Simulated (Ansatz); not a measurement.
The inner images of a band of Cl3FGe + H4OSi (11 atoms, charge 0, multiplicity 1) are given out of order.

Computed with RHF/def2-SVP in Ansatz.

Initial state:

```xyz
11
Properties=species:S:1:pos:R:3
Ge 0.693 0.207 -0.238
F 0.306 -0.110 1.392
Cl 2.806 0.389 -0.286
Cl -0.194 2.023 -0.837
Cl 0.102 -1.436 -1.429
O -2.393 -0.238 0.657
Si -3.783 -1.055 0.284
H -3.581 -2.520 0.365
H -4.877 -0.688 1.213
H -4.145 -0.674 -1.093
H -1.983 -0.332 1.504
```

Final state:

```xyz
11
Properties=species:S:1:pos:R:3
Ge -0.228 -0.111 -0.667
F -0.996 0.939 2.616
Cl 1.473 -0.862 0.342
Cl -0.043 1.969 -1.016
Cl -0.479 -1.133 -2.521
O -1.641 -0.406 0.295
Si -3.134 -1.165 0.154
H -2.929 -2.611 -0.050
H -3.846 -0.909 1.417
H -3.866 -0.588 -0.989
H -1.359 0.444 1.949
```

Put them in order from the first end to the last, with their energies above the first end.
A.
```xyz
11
Properties=species:S:1:pos:R:3
Ge -0.253 -0.001 -0.363
F -0.471 0.909 1.792
Cl 1.488 -0.920 0.443
Cl 0.010 2.027 -0.951
Cl -0.631 -1.054 -2.188
O -1.786 -0.379 0.459
Si -3.236 -1.199 0.215
H -2.941 -2.622 -0.016
H -4.033 -1.033 1.450
H -3.934 -0.591 -0.929
H -1.263 0.429 1.616
```
B.
```xyz
11
Properties=species:S:1:pos:R:3
Ge 0.006 0.174 -0.108
F -0.024 0.715 1.556
Cl 1.936 -0.748 0.107
Cl -0.052 2.097 -1.031
Cl -0.694 -1.098 -1.762
O -1.932 -0.272 0.640
Si -3.321 -1.190 0.208
H -2.932 -2.593 0.030
H -4.207 -1.036 1.378
H -3.919 -0.603 -0.995
H -1.908 0.122 1.508
```
C.
```xyz
11
Properties=species:S:1:pos:R:3
Ge -0.288 -0.057 -0.504
F -0.509 0.970 2.084
Cl 1.430 -0.908 0.398
Cl -0.050 2.013 -0.889
Cl -0.609 -1.041 -2.369
O -1.746 -0.398 0.396
Si -3.205 -1.208 0.185
H -2.935 -2.632 -0.084
H -3.966 -1.060 1.440
H -3.942 -0.593 -0.934
H -1.228 0.482 1.807
```
D.
```xyz
11
Properties=species:S:1:pos:R:3
Ge -0.187 0.092 -0.244
F -0.404 0.902 1.590
Cl 1.545 -0.925 0.453
Cl 0.017 2.052 -1.042
Cl -0.648 -1.051 -2.050
O -1.814 -0.338 0.558
Si -3.254 -1.204 0.255
H -2.914 -2.618 0.044
H -4.058 -1.023 1.476
H -3.917 -0.613 -0.915
H -1.415 0.292 1.406
```
E.
```xyz
11
Properties=species:S:1:pos:R:3
Ge 0.594 0.174 -0.234
F 0.172 -0.057 1.402
Cl 2.706 -0.007 -0.273
Cl -0.001 2.103 -0.841
Cl -0.237 -1.349 -1.443
O -2.488 0.013 0.669
Si -3.664 -1.085 0.277
H -3.120 -2.461 0.210
H -4.748 -1.067 1.286
H -4.188 -0.691 -1.043
H -2.076 -0.006 1.520
```
F.
```xyz
11
Properties=species:S:1:pos:R:3
Ge -0.274 -0.089 -0.610
F -0.707 1.019 2.400
Cl 1.418 -0.902 0.365
Cl -0.065 1.994 -0.918
Cl -0.541 -1.059 -2.491
O -1.702 -0.404 0.328
Si -3.166 -1.210 0.160
H -2.911 -2.638 -0.105
H -3.888 -1.039 1.433
H -3.927 -0.613 -0.953
H -1.286 0.508 1.922
```
G.
```xyz
11
Properties=species:S:1:pos:R:3
Ge 0.322 0.194 -0.184
F 0.049 0.303 1.503
Cl 2.357 -0.430 -0.127
Cl 0.038 2.148 -0.941
Cl -0.548 -1.190 -1.555
O -2.235 -0.101 0.633
Si -3.475 -1.144 0.243
H -2.988 -2.530 0.085
H -4.452 -1.100 1.350
H -4.064 -0.670 -1.020
H -2.053 0.088 1.542
```

E (+0.4 kcal/mol), G (+7.1 kcal/mol), B (+13.8 kcal/mol), D (+28.4 kcal/mol), A (+12.9 kcal/mol), C (+3.3 kcal/mol), F (+0.6 kcal/mol).

Run time: 3.9 min on 4 threads of AMD EPYC 9R45 96-Core Processor (Zen 5) (shared host), peak memory 0.56 GiB.
